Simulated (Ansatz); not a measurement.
Ideal-gas functions of CH3Cl3GeS (`C[S][Ge]([Cl])([Cl])[Cl]`) at 600 K and 1 bar, from an Ansatz frequency run at PBE0-D4/def2-TZVP.

Molar mass 226.07 g/mol, point group Cs (symmetry number 1), electronic degeneracy 1, moments of inertia 432.009, 552.153, 568.942 u Å². Harmonic wavenumbers (cm⁻¹, unscaled): 50, 96, 120, 136, 143, 166, 170, 226, 386, 437, 454, 458, 720, 979, 985, 1350, 1464, 1475, 3070, 3167, 3171.

Use S(trans) = R[1.5 ln M + 2.5 ln T − 1.1517]; rotational temperatures θ = 24.2544 K / I; S(rot) = R[ln(√π/σ · √(T³/θAθBθC)) + 1.5]; for each mode x = 1.438777 ν̃/T, S = R[x/(eˣ − 1) − ln(1 − e⁻ˣ)] and H = RT x/(eˣ − 1); 1 cm⁻¹ = 0.0119627 kJ/mol; R = 8.31446 J/(mol·K).

Problem. By hand: the entropy, in J/(mol·K).

Solution. Translation 191.0. Rotation: θ = 0.0561, 0.0439, 0.0426 K, giving 135.1. Vibration, mode by mode: 25.96, 20.54, 18.70, 17.67, 17.25, 16.03, 15.83, 13.51, 9.25, 8.30, 8.01, 7.94, 4.74, 2.90, 2.87, 1.43, 1.15, 1.13, 0.04, 0.04, 0.04, in all 193.3. Electronic 0.0. Sum 519.4 J/(mol·K).

Problem. By hand: H − E and G − E in kJ/mol, counted from the electronic energy.

Solution. Zero-point energy ½ × 19223 × 0.0119627 = 115.0; thermal vibration 51.2; translation, rotation and pV give 4 RT = 20.0. H − E = 186.2 kJ/mol, and G − E = 186.2 − 600 × 519.4/1000 = -125.4 kJ/mol.

Vibration gives 37 % of the entropy, 100.1 J/(mol·K) of it from the modes under 150 cm⁻¹: soft modes count most, and the harmonic formula is weakest for them. The sum counts one conformer and one mirror image; others add a mixing term.
